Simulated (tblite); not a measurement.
C6H10N2.
SMILES with atom numbers: `[CH2:1]=[CH:2]/[C:3]([CH3:4])=[N:5]/[N:6]=[CH:7]\[CH3:8]` (hydrogens: H9, H10 on C1; H11 on C2; H12, H13, H14 on C4; H15 on C7; H16, H17, H18 on C8)

Structure optimised with GFN2-xTB, isolated species.

(1) What internal coordinates does the optimisation give?

Results:

(1) 
```
                  bond  length (Å)
                 C1=C2       1.330
                 C2–C3       1.449
                 C3–C4       1.505
                 C3=N5       1.278
                 N5–N6       1.283
                 N6=C7       1.263
                 C7–C8       1.497
                 C1–H9       1.076
                C1–H10       1.076
                C2–H11       1.082
C4–H12, C4–H13, C4–H14       1.089
                C7–H15       1.082
C8–H16, C8–H17, C8–H18       1.089
```

Bonds in one row agree within 0.01 Å and their mean is given. A selection of angles:
```
   angle  degrees
C1–C2–C3    125.5
C2–C3–C4    120.3
C2–C3–N5    116.3
C4–C3–N5    123.4
C3–N5–N6    130.0
N5–N6–C7    130.9
N6–C7–C8    126.5
```

Torsions: C1–C2–C3–C4 1° (synperiplanar); C2–C3–N5–N6 -170° (antiperiplanar); C3–N5–N6–C7 -103° (anticlinal); N5–N6–C7–C8 10° (synperiplanar). The mirror-image conformer, all signs reversed, is as good.

Of the pairs four or more bonds apart, C4···H9 is among the closest relative to their van der Waals radii: 2.69 Å, 93 % of the sum of Bondi's values. N6 (C=N nitrogen) is bent (angle 130.9°). The C–C distances run from 1.330 Å (C1=C2, drawn double) to 1.505 Å (C3–C4, drawn single), a spread of 0.175 Å.

Point group: C1 (no symmetry element, even within 0.4 Å). Its GFN2-xTB frequencies are all real (lowest 66 cm⁻¹). One conformer, not necessarily the lowest.

All values are computed, not measured.
